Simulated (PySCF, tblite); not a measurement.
Isomers of C6H13OP. Method: GFN2-xTB as coded in tblite; computed harmonic values from a numerical Hessian at the method's own geometry, unscaled. This tight-binding method is rough: wavenumbers can miss measured ones by several per cent, in bad cases by 10 to 20. Modes of hydrogen on phosphorus can be 10 to 20 % off. One conformer each.

Electronic energies: PBE0/pcSseg-1 single points on the GFN2-xTB geometries (PySCF, gas phase).

```json
{"SMILES": "C[P@@H](=O)C1CCCC1", "electronic energy, lowest = 0 (kJ/mol)": "27.4"}
{"SMILES": "C[C@@H]1CC[C@@H](C)[PH]1=O", "electronic energy, lowest = 0 (kJ/mol)": "18.9"}
{"SMILES": "C=C[P@@H](=O)[C@@H](C)CC", "electronic energy, lowest = 0 (kJ/mol)": "113.6"}
{"SMILES": "C[C@H]1CC[P@H](=O)CC1", "electronic energy, lowest = 0 (kJ/mol)": "0.0"}
{"SMILES": "CC(=O)CPC(C)C", "electronic energy, lowest = 0 (kJ/mol)": "91.7"}
{"SMILES": "COCCPC1CC1", "electronic energy, lowest = 0 (kJ/mol)": "237.6"}
```

Q: How do GFN2-xTB zero-point energies change the relative energies?

A: 
```
                    SMILES  ZPE (kJ/mol)  of it from modes above 1550 cm⁻¹  electronic (kJ/mol)  with ZPE, lowest = 0 (kJ/mol)  lowest mode (cm⁻¹)  rings
     C[C@H]1CC[P@H](=O)CC1         473.1                             226.7                  0.0                            0.0                  87      1
C[C@@H]1CC[C@@H](C)[PH]1=O         471.3                             227.9                 18.9                           17.1                  36      1
        C[P@@H](=O)C1CCCC1         471.3                             228.0                 27.4                           25.6                  58      1
             CC(=O)CPC(C)C         459.5                             239.4                 91.7                           78.1                  30      0
  C=C[P@@H](=O)[C@@H](C)CC         462.5                             240.0                113.6                          103.0                  57      0
                COCCPC1CC1         462.6                             227.9                237.6                          227.1                  43      1
```

The zero-point energies span 13.6 kJ/mol, from `CC(=O)CPC(C)C` to `C[C@H]1CC[P@H](=O)CC1`. The order is unchanged.

Q: And how do the electronic energies of GFN2-xTB itself compare?

A: `C[C@H]1CC[P@H](=O)CC1` 0.0; `C[C@@H]1CC[C@@H](C)[PH]1=O` 11.8; `C[P@@H](=O)C1CCCC1` 11.7; `CC(=O)CPC(C)C` 229.4; `C=C[P@@H](=O)[C@@H](C)CC` 137.3; `COCCPC1CC1` 305.8 kJ/mol, lowest = 0. Against the energies above, taken from the same isomer `C[C@H]1CC[P@H](=O)CC1`, the largest difference is 137.7 kJ/mol.

Q: What do entropy and thermal enthalpy add at 298.15 K and 1 bar (rigid rotor, harmonic oscillator, one conformer each)?

A: 
```tsv
SMILES	point group	symmetry number	S (J/(mol K))	H − H(0) (kJ/mol)	ZPE + H − H(0) − TS (kJ/mol)
C[C@H]1CC[P@H](=O)CC1	Cs	1	377.4	25.48	386.1
C[C@@H]1CC[C@@H](C)[PH]1=O	C1	1	395.2	27.27	380.8
C[P@@H](=O)C1CCCC1	C1	1	394.5	26.77	380.4
CC(=O)CPC(C)C	C1	1	443.6	32.10	359.3
C=C[P@@H](=O)[C@@H](C)CC	C1	1	421.8	30.72	367.5
COCCPC1CC1	C1	1	425.7	29.73	365.5
```
